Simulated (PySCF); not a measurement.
# NMR data sheet: C₆H₁₀OSi

```
Formula                               : C6H10OSi
SMILES                                : C=C[C@@H]1OC=C[Si@H]1C
InChI                                 : InChI=1S/C6H10OSi/c1-3-6-7-4-5-8(6)2/h3-6,8H,1H2,2H3/t6-,8-/m1/s1
Point group of the computed structure : C1
Degrees of unsaturation               : 3
Carbon signals                        : 6
Proton signals                        : 8
```

Structure with atom numbers: `[CH2:1]=[CH:2][C@@H:3]1[O:4][CH:5]=[CH:6][Si@H:7]1[CH3:8]` (H(Xn): hydrogen on atom n). Ha(C1) is cis to C3; Hb(C1) is trans to C3.

- geometry: GFN2-xTB
- NMR shieldings at PBE0/pcSseg-1/GIAO
- program: PySCF
- non-relativistic, one conformer, averaged over atoms made equivalent by symmetry, fast rotation or ring inversion, isolated molecule

δ = σ(ref) − σ, references computed at the same level: ¹H, ¹³C, ²⁹Si vs TMS; H2O for ¹⁷O.

| carbon | δC, type | δH (multiplicity) | HMBC from (2–3 bonds) | span of the C tensor (ppm) |
| --- | --- | --- | --- | --- |
| C1 | 112.9, CH2 | Ha(C1) 5.18 (m); Hb(C1) 5.12 (m) | H(C2), H(C3) | 202 |
| C2 | 151.5, CH | 6.37 (m) | Ha(C1), Hb(C1), H(Si7), H(C3) | 231 |
| C3 | 78.8, CH | 4.53 (m) | H(C5), H(C2), Ha(C1), Hb(C1), H(Si7), H(C6), H(C8) | 62 |
| C5 | 171.4, CH | 7.18 (d) | H(Si7), H(C6), H(C3) | 190 |
| C6 | 93.5, CH | 4.75 (m) | H(C5), H(Si7), H(C3), H(C8) | 169 |
| C8 | -1.8, CH3 | 0.34 (d) | H(Si7), H(C6), H(C3) | 10 |

Other nuclei:
| atoms | nucleus | environment | δ (ppm) | σ (ppm) |
| --- | --- | --- | --- | --- |
| H(Si7) | ¹H | hydrogen on a silicon bonded to 3 C, in a 5-membered ring | 4.88 | 26.84 |
| Si7 | ²⁹Si | silicon bonded to 3 C, H, in a 5-membered ring | 1.0 | 348.2 |
| O4 | ¹⁷O | ether oxygen | 177.6 | 158.5 |

1. Carbon types of the structure: 4 × CH, 1 × CH2, 1 × CH3, leaving 1 H on heteroatoms.
2. δC 171.4: alkene carbon bearing oxygen; an sp2 carbon further deshielded by the attached heteroatom.
3. δC 151.5: alkene CH; as expected for a trigonal carbon in a double bond.
4. δC 112.9: terminal =CH2 carbon; the olefinic region.
5. δC 93.5: β carbon of an enol-ether or enamine type C=C; the O or N lone pair pushes π density onto this β carbon and shields it.
6. δC 78.8: allylic sp3 CH bonded to O and Si; deshielded by the electronegative neighbour.

Shifts are as computed. Against solution values, carbons near 30 ppm lie about +3 ppm off and those near 130 ppm about +5 ppm. Of 1211 compounds with measured shifts, 218 miss one by over three times the rms of a fit or turn the order of signals round; such compounds aren't used in these exercises. Experimental scales use liquid or dissolved standards, which lie at an offset from isolated H2O (liquid H2O: subtract about 36 ppm). Multiplicities follow the n + 1 count of equivalent neighbours, as no J values were calculated; m marks all less simple cases, F and P coupling included.
